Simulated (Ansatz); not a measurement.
Two isomers of C3H10Si2: A = `CC1([SiH3])C[SiH2]1`, B = `C=C(C)[SiH2][SiH3]`.

Program: Ansatz. Geometries: PBE0-D4/def2-TZVP. ΔE: electronic, gas phase. CCSD(T)/CBS adds triple-zeta CCSD(T) − MP2 to the extrapolated MP2 energy (def2 sets, frozen cores). Functionals use def2-TZVPP. B3LYP here is the variant with VWN-RPA as its local correlation; programs differ in this. One conformer a species, not always the lowest.

(1) Which is lower in electronic energy at CCSD(T)/CBS, and by how much? (Estimate.)

(2) Give E(B) − E(A) in kJ/mol with B3LYP, CCSD/def2-TZVPP, HF/def2-TZVPP, CCSD(T)/def2-TZVPP, PBE0-D4, PBE-D4, B3LYP-D4. (An estimate is asked.)

Largest T1 diagnostic: 0.012.

Results:

(1) The calculation gave: B, by 34.2 kJ/mol.

(2) The calculation gave: B3LYP -52.0, CCSD/def2-TZVPP -38.7, HF/def2-TZVPP -65.9, CCSD(T)/def2-TZVPP -36.4, PBE0-D4 -30.3, PBE-D4 -35.2, B3LYP-D4 -47.1. None reverses the order clearly.

From PBE to PBE0 (25 % exact exchange), in def2-TZVPP and without D4, E(B) − E(A) moves by +5.6 kJ/mol. The D4 term adds +4.9 kJ/mol with B3LYP and +2.2 kJ/mol with PBE0; it sums over pairs of atoms, weighted by their polarisabilities, and B3LYP, whose exchange is more repulsive, gets the larger term.
